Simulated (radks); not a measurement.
The numbers below are computed, except where a source is named.
Orbital eigenvalues (eV) of neutral zinc, [Ar] 3d10 4s2, at several levels of relativity; Dirac values are averaged over j with weights 2j + 1. Spin-unpolarised spherical Kohn-Sham, PBEsol, point nucleus unless stated (finite: rms radius 3.9283 fm), a radial shooting solver on a logarithmic mesh with Libxc functionals. A level marked "c x" has the speed of light scaled by that factor.

shell       non-rel.  scalar-rel., finite nucleus  Dirac, c x 1.5  Dirac, c x 10  change of magnitude, last against first (%)
1s           -9396.9                      -9517.1         -9448.5        -9398.0                                        +0.01
2s           -1131.2                      -1157.3         -1142.4        -1131.4                                        +0.02
2p           -997.27                      -1003.5         -999.87        -997.33                                        +0.01
3s           -124.72                      -128.92         -126.54        -124.76                                        +0.03
3p           -82.228                      -83.256         -82.676        -82.238                                        +0.01
3d           -10.595                      -10.169         -10.405        -10.591                                        -0.04
4s           -5.8438                      -5.9982         -5.9103        -5.8453                                        +0.03
4p (empty)   -1.1227                      -1.0755         -1.1021        -1.1222                                        -0.04
